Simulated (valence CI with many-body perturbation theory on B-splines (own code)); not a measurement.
# Au VII: key properties

Computed by relativistic CI+MBPT: five valence electrons over a frozen Dirac-Fock core [Xe] 4f14, a basis of 7 s, 7 p, 8 d, 6 f, 4 g, 1 h functions for each j, with the one-electron correlation potential Σ1, the two-electron term Σ2, the three-electron term Σ3, Breit, model QED; selected CI, second order for the rest, scaled by the run's own slope (own B-spline code, finite nucleus).

No measured spectrum was set against this ion. As an estimate, terms of the open shell hold to 2 to 4 % of their energy, and close levels can change places; different configurations can be misplaced against each other by 1,000 to 8,000 cm⁻¹. Among the levels kept, up to 600 cm⁻¹ of a level comes from second order outside the variational space, and about a tenth of that is noise between levels of different J, which matters for small intervals. Only levels of the ground parity were solved; by the run's estimate the other parity begins above the list, which can be wrong where configurations are misplaced.

Levels are named by their leading jj configuration (3d3/2^4 stands for four electrons in 3d with j = 3/2), which in mixed levels can hold well under half, so a name can repeat and another be missing.

Rates and lifetimes use the calculated energies. Strong lines usually hold to 10 to 20 %, long lifetimes can be off by a factor of two.

Problem. What is the ground level?

Solution. (5d3/2^3 5d5/2^2) J=5/2, composition 75 % 5d5 6S + 18 % 5d5 4P + 3 % 5d5 2D, g = 1.883.

Problem. How well does LS coupling describe the low levels?

Solution. Among the lowest 20 levels the leading LS term, summed over configurations, holds 54 % on average. For single configurations the figures are 53 % in LS and 70 % in jj coupling. Terms mix most in the J = 5/2 level at 18516 cm⁻¹, where the leading one holds 28 %.

Problem. What is the ionisation energy?

Solution. 94.23 eV; NIST lists 94 ± 2 eV (theoretical).
